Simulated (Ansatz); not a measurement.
This geometry of BFH2O + FH (7 atoms, charge 0, multiplicity 1) is a first-order saddle point.

Computed with RKS B3LYP-D4/def2-SVP (Ansatz 0.2.0).

```xyz
7
Properties=species:S:1:pos:R:3
B 0.015 0.119 0.115
O 0.001 -0.047 1.609
H -0.852 -0.393 1.916
H 1.033 -0.176 -0.446
F -1.172 -0.152 -0.450
F 0.067 1.756 0.429
H 0.009 1.214 1.410
```

Problem. Which two structures does it join? (They come from a converged band through this point; their orientation in space is the band's.)

Solution. Bonds broken: F6–H7. Bonds formed: B1–F6, O2–H7. BFH2O + FH becomes BF2H3O.

Image 0:

```xyz
7
Properties=species:S:1:pos:R:3
B -0.073 -0.320 0.059
O -0.085 -0.204 1.415
H -0.961 -0.362 1.801
H 0.956 -0.189 -0.538
F -1.202 -0.608 -0.576
F 0.183 2.407 0.983
H 0.284 1.598 1.438
```

Image 10:

```xyz
7
Properties=species:S:1:pos:R:3
B 0.026 0.378 -0.109
O 0.032 0.027 1.687
H -0.841 -0.369 1.849
H 1.021 -0.191 -0.483
F -1.181 -0.165 -0.412
F 0.041 1.734 -0.046
H 0.002 0.908 2.097
```

Problem. How far does it lie above each of them?

Solution. 13.5 kcal/mol above the first and 22.1 kcal/mol above the second. This is the barrier of this one path; another mechanism may lie lower. The orbitals stay closed-shell, which can raise the energy where a bond breaks towards radicals; this wasn't checked here.

Run time: 110 s on 1 thread of Intel(R) Xeon(R) 6975P-C (Granite Rapids), with other jobs on the host, peak memory 0.15 GiB.
